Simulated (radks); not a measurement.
Effect of the nuclear size on the iodine ion I2+, [Kr] 4d10 5s2 5p3. All-electron calculation, Dirac Kohn-Sham, exchange-only LDA, spin-unpolarised, spherical densities, finite nucleus; open shells are shared between the two j in proportion to 2j + 1; Fermi nuclear charge, rms radius 4.75 fm. Program: a radial shooting solver on a logarithmic mesh with Libxc functionals. The rms radius is varied about that value; shifts are against it.

\begin{tabular}{lrrrrrrrrr}
rms radius (fm) & total energy shift (eV) & density at nucleus (e/bohr^3) & 1s1/2 shift (meV) & 2s1/2 shift (meV) & 4p1/2 shift (meV) & 5s1/2 shift (meV) & 5p1/2 shift (meV) & 5p3/2 shift (meV) & 6s1/2 (empty) shift (meV) \\ \hline
3.9092 & -1.91 & 2.565e+05 & -800 & -93.8 & 0.314 & -0.518 & 0.077 & 0.084 & -0.103 \\
4.4032 & -0.826 & 2.513e+05 & -346 & -40.5 & 0.136 & -0.224 & 0.033 & 0.036 & -0.045 \\
4.75 & 0 & 2.48e+05 & 0.000 & 0.000 & 0.000 & 0.000 & 0.000 & 0.000 & 0.000 \\
5.111 & 0.915 & 2.449e+05 & 383 & 44.9 & -0.150 & 0.248 & -0.037 & -0.040 & 0.049 \\
5.5433 & 2.08 & 2.415e+05 & 872 & 102 & -0.342 & 0.564 & -0.084 & -0.091 & 0.113 \\
\end{tabular}

Slopes of the eigenvalues against <r^2> in GHz/fm^2, as finite differences over the two radii next to the reference (eigenvalue slopes, not the field-shift constants of lines): 1s1/2 26200, 2s1/2 3070, 4p1/2 -10.3, 5s1/2 16.9, 5p1/2 -2.51, 5p3/2 -2.74, 6s1/2 (empty) 3.38.
